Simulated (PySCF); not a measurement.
H4O2SiZn. Atoms are numbered in the order given.

```xyz
8

Zn     0.4125     0.1228     0.7048
O      0.8141     0.7331     2.3227
H      1.4846     1.4403     2.2792
O     -0.0049    -0.6679    -0.8302
Si    -1.1318    -0.3489    -2.0106
H     -2.5488    -0.4140    -1.4865
H     -0.9905    -1.3696    -3.1072
H     -0.9497     1.0233    -2.6214
```
Charge 0, spin multiplicity 1.

Geometry: PBE-D3(BJ)/def2-SVP. The structure was generated by enumeration; whether it is a known compound was not checked. Other conformers were not sampled.

Computed with PBE-D3(BJ)/def2-SVP run with PySCF 2.14.0.

Frequencies are harmonic and unscaled.

```csv
mode,ν (cm⁻¹),IR (km/mol),moving atoms (share of kinetic energy)
1,39,25.9,"H 78 %, O 18 %"
2,56,62.4,"H 49 %, O 40 %"
3,82,14.5,"H 41 %, O 30 %, Si 22 %, Zn 8 %"
4,147,20.6,"O 57 %, Zn 34 %, H 8 %"
5,169,3.4,"O 36 %, Zn 34 %, H 16 %, Si 14 %"
6,478,1.4,"O 60 %, Si 22 %, H 10 %, Zn 9 %"
7,690,52.9,"O 62 %, Zn 24 %, H 12 %"
8,697,52.1,"H 83 %, Si 9 %"
9,715,70.2,"H 71 %, O 17 %, Si 10 %"
10,793,56.6,H 91 %
11,907,72.7,H 96 %
12,917,68.5,H 96 %
13,979,18.4,"H 69 %, O 29 %"
14,981,620.4,"O 47 %, Si 28 %, H 24 %"
15,2115,178.1,H 96 %
16,2121,127.1,H 97 %
17,2163,143.1,H 97 %
18,3724,42.5,H 94 %
```
